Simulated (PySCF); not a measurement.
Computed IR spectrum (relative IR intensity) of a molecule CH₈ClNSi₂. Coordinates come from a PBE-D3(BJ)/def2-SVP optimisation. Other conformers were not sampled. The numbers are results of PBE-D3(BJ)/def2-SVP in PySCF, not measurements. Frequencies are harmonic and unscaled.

| ν (cm⁻¹) | relative intensity |
|---|---|
| 189 | 2.9 |
| 221 | 5.1 |
| 299 | 12 |
| 401 | 7.4 |
| 459 | 23 |
| 484 | 4.7 |
| 489 | 65 |
| 518 | 25 |
| 688 | 15 |
| 769 | 35 |
| 824 | 100 |
| 846 | 20 |
| 877 | 8.2 |
| 901 | 19 |
| 905 | 20 |
| 1214 | 9.1 |
| 1376 | 2.1 |
| 1497 | 17 |
| 2145 | 25 |
| 2158 | 36 |
| 2168 | 32 |
| 3468 | 8.1 |
| 3564 | 9.0 |

Problem. Pick the molecule that these values belong to.
A. C[Si@@H](N)[SiH2]Cl
B. C[Si@@H](Cl)N[SiH3]
C. C[Si@@](N)([SiH3])Cl
D. C[Si@@H](Cl)[SiH2]N

Solution. C, C[Si@@](N)([SiH3])Cl
